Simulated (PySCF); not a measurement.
## Polarisability and C₆ of Ru⁺ (ruthenium, charge +1)

[Kr] 4d6 5s1, high-spin 6D determinant (an excited configuration). Calculation: PySCF 2.14, in def2-QZVPPD with the def2 core potential (28 electrons) (7s5p4d4f2g, 88 functions); scalar relativity through the core potential. Coupled (time-dependent) response in atomic units; α is the mean over directions.

```
method  mean α (bohr³)         α xx, yy, zz  C₆ (like pair)  S(−4)
   UHF           41.47  40.28, 40.28, 43.84           295.8   1260
   PBE           29.74  29.62, 29.62, 29.99           212.0  496.1
  PBE0           31.58  31.30, 31.30, 32.15           223.7  597.7
```

S(−4) is the Cauchy moment in α(ω) = α(0) + S(−4) ω² + …

Spin-orbit coupling is absent.

α(iu) at UHF:

```csv
u (hartree),α(iu) (bohr³)
0,41.47
0.0500,38.59
0.100,32.33
0.200,21.18
0.300,14.91
0.500,9.189
0.750,6.179
1.00,4.598
1.50,2.906
2.00,2.009
3.00,1.114
5.00,0.4765
```

For an ion, C₆ is the dispersion term alone; charge-induced terms of lower order in 1/R come first.

The components differ because the open shell of this determinant is not spherical; for a pure term their mean is the scalar polarisability.

Energies and moments cover only the electrons outside the core potential.
